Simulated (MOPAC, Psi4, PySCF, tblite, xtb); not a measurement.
Dimer H3ClSi ··· H3ClSi (SMILES [SiH3]Cl and [SiH3]Cl) at R = 5.63 Å between the centres of mass, closest contact 2.50 Å (a random orientation, not optimised). Geometry in Å and degrees:

```
Si
H 1 1.4758
H 1 1.4758 2 110.44
H 1 1.4758 2 110.44 3 122.46
Cl 1 2.0663 2 108.48 4 118.77
H 2 2.5038 1 104.61 3 15.90
Si 6 1.4758 2 140.66 1 -139.11
H 7 1.4758 6 110.44 2 -167.04
H 7 1.4758 8 110.44 6 122.46
Cl 7 2.0663 8 108.48 9 118.77
```

Methods: GFN2-xTB (tblite); SAPT0/jun-cc-pVDZ, frozen core (Psi4); B3LYP/def2-TZVP, counterpoise-corrected (Psi4); B3LYP-D3(BJ)/def2-TZVP, counterpoise-corrected (Psi4); PBE/def2-TZVP, counterpoise-corrected (Psi4); PBE-D3(BJ)/def2-TZVP, counterpoise-corrected (Psi4); HF/aug-cc-pVDZ, counterpoise-corrected (Psi4); MP2/aug-cc-pVDZ = DF-MP2/aug-cc-pVDZ, frozen core, counterpoise-corrected (Psi4); SCS-MP2/aug-cc-pVDZ = DF-SCS-MP2/aug-cc-pVDZ, frozen core, counterpoise-corrected (Psi4); PM6, restricted, heats of formation (MOPAC); PM3, restricted, heats of formation (MOPAC); GFN1-xTB (xtb); RKS-B3LYP/6-31G* = restricted B3LYP/6-31G*, spherical d, no counterpoise correction (PySCF); RKS-B3LYP/3-21G = restricted B3LYP/3-21G, no counterpoise correction (PySCF); RKS-BP86/6-31G* = PySCF with restricted BP86/6-31G*, spherical d, no counterpoise correction; RKS-B3LYP/LANL2DZ = PySCF with restricted B3LYP/LANL2DZ, with its core potentials past Ne, no counterpoise correction.

What interaction energy does each level give?


```csv
method,E_int / kJ/mol
PBE-D3(BJ)/def2-TZVP,-2.72
PM3,-2.32
B3LYP-D3(BJ)/def2-TZVP,-2.28
GFN2-xTB,-2.27
GFN1-xTB,-1.73
MP2/aug-cc-pVDZ,0.08
RKS-B3LYP/3-21G,0.87
PBE/def2-TZVP,1.03
SCS-MP2/aug-cc-pVDZ,1.27
SAPT0/jun-cc-pVDZ,1.61
RKS-B3LYP/6-31G*,2.49
PM6,2.68
RKS-B3LYP/LANL2DZ,3.34
RKS-BP86/6-31G*,3.54
B3LYP/def2-TZVP,3.70
HF/aug-cc-pVDZ,5.45
```
